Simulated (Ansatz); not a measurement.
Reaction (cleavage of the Sn–B bond): `F[SiH2][BH][SnH3]` + H–F → `[F][SnH3]` + `B[SiH2]F`

Gas-phase electronic energies from Ansatz, PBE0-D4/def2-TZVP geometries. CCSD(T)/CBS is the MP2 limit (def2-TZVPP, def2-QZVPP) plus CCSD(T) − MP2 in def2-TZVPP, frozen cores. This one scheme is used for every species. Functionals use def2-TZVPP. Elements past krypton have def2 core potentials. For Sn outer-core shells are correlated without core-valence functions, which leaves a few kJ/mol of doubt a bond. One conformer a species, not always the lowest.

```csv
level,ΔE (eV)
PBE,-0.50
r2SCAN,-0.58
```

Problem. What does CCSD(T)/CBS give? (Estimate.)

Solution. Ansatz gave: -0.47 eV. The listed levels differ from it by -0.03, -0.11 eV.

Largest T1 diagnostic among the species: 0.014.

In def2-TZVPP, CCSD(T) changes the Hartree–Fock value by +0.38 eV (the triples alone add +0.03 eV) and MP2 by +0.38 eV. Leaving LDA and LC-ωPBE aside and taking each functional with its dispersion term where it has one, the values, not all of them listed here, spread over 0.26 eV, from B97M-V to HSE06-D4. LDA lies +0.19 eV from PBE without D4. The D4 term adds +0.09 eV with B3LYP and +0.05 eV with PBE0; it sums over pairs of atoms, weighted by their polarisabilities, and B3LYP, whose exchange is more repulsive, gets the larger term.

B3LYP here is the variant with VWN-RPA as its local correlation; programs differ in this.
